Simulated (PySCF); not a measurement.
Property card for `CCS[Si@@H](C)F`

Species: C₃H₉FSSi.
SMILES with atom numbers: `[CH3:1][CH2:2][S:3][Si@@H:4]([CH3:5])[F:6]` (hydrogens: H7, H8, H9 on C1; H10, H11 on C2; H12 on Si4; H13, H14, H15 on C5)

Structural features include: Si–H bond and C–Si bond.

From GFN2-xTB geometry:

- Point group of the GFN2-xTB geometry: C1
- Rotational constants A, B, C of the GFN2-xTB geometry: 3.658, 1.486, 1.159 GHz

From wB97X-D/def2-SVPD ground state and vertical TDDFT (core frozen in the response) (PySCF):

- Dipole moment: 1.11 D
- HOMO energy: -8.96 eV
- LUMO energy: 1.89 eV
- HOMO–LUMO gap: 10.85 eV
- Lowest singlet excitation: 6.00 eV (207 nm, f = 0.001)
- Strongest line among the 8 lowest singlet transitions: S2 at 6.87 eV (181 nm, f = 0.059)
- Lowest triplet excitation (Tamm–Dancoff): 5.64 eV
- Static isotropic polarisability: 83.1 au
- Electronic spatial extent ⟨r²⟩ about the centre of nuclear charge: 1064 bohr²

PBE0/pcSseg-1 ground state and GIAO shieldings, non-relativistic (PySCF):

* Lowest Hirshfeld atomic charge: -0.21 e on C5/F6
* Highest Hirshfeld atomic charge: +0.41 e on Si4
* 13C chemical shifts (computed TMS as zero) by class: 30.6 (C2), 22.1 (C1), -0.2 (C5) ppm
* 1H chemical shifts (computed TMS as zero) by class: 5.63 (H12), 2.69 (H11), 2.68 (H10), 1.42 (H7/H8/H9), 0.56 (H13/H14/H15) ppm
* Isotropic shieldings of nuclei other than C and H, by class: 335 (F6), 316 (Si4), 556 (S3) ppm
* Mayer bond orders between heavy atoms: C1–C2 1.02, C2–S3 0.99, S3–Si4 1.00, Si4–C5 0.94, Si4–F6 0.91

Monoisotopic mass from the formula: 124.0178 u.

The dipole matches unit charges of opposite sign 0.23 Å apart (1 e·Å = 4.8032 D). S1 lies 4.85 eV below the HOMO–LUMO gap; its leading configuration is HOMO→LUMO, weight 0.82. The vertical singlet–triplet gap S1 − T1 is 0.36 eV (TDDFT singlet less Tamm–Dancoff triplet; S1: HOMO→LUMO, weight 0.82; T1: HOMO→LUMO, weight 0.73). With B = h/(8π²I), that is 505.379 GHz u Å² over I, the principal moments of inertia are 138.2, 340.1 and 435.9 u Å² (most abundant isotopes); the inertial defect Ic − Ia − Ib is -42.4 u Å² (zero for a rigid planar frame, negative otherwise). In wavenumbers S1 is 48400 cm⁻¹ (1 eV = 8065.54 cm⁻¹).

One conformer (not necessarily the lowest) at the GFN2-xTB geometry, without solvent or vibrations. GFN2-xTB frequencies show an imaginary mode (77i cm⁻¹), so this geometry is no minimum at that level. NMR classes are plain means over equivalent atoms (diastereotopic ones count apart unless rotation or inversion swaps them), as if these changed places fast; in this geometry the members of some classes differ.

Shape of the structure used: `[CH3:1][CH2:2][S:3][Si@@H:4]([CH3:5])[F:6]`: C1–C2–S3–Si4 76°, C2–S3–Si4–C5 178°.
